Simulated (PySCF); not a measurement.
C₃H₈O₂Si, SMILES C[SiH2]OC(C)=O. The structure is a stationary point at PBE0-D3(BJ)/def2-SVP. Other conformers were not sampled.

Computed equilibrium geometry at PBE0-D3(BJ)/def2-SVP (PySCF confirms it by a frequency run) as a Z-matrix (one conformer of several):
```
O
C 1 1.3375
O 2 1.2065 1 122.08
C 2 1.4985 3 125.18 1 -179.93
H 4 1.0953 2 110.06 3 -0.78
H 4 1.0998 5 110.36 2 121.12
H 4 1.0999 5 110.27 6 117.96
Si 1 1.7236 2 118.34 3 -1.48
H 8 1.4890 1 108.84 2 -60.07
H 8 1.4892 9 109.60 1 110.65
C 8 1.8621 9 113.04 10 124.96
H 11 1.0991 8 110.04 9 56.80
H 11 1.1007 12 108.89 8 -121.50
H 11 1.1015 12 108.87 13 -117.63
```
Charge 0, spin multiplicity 1.
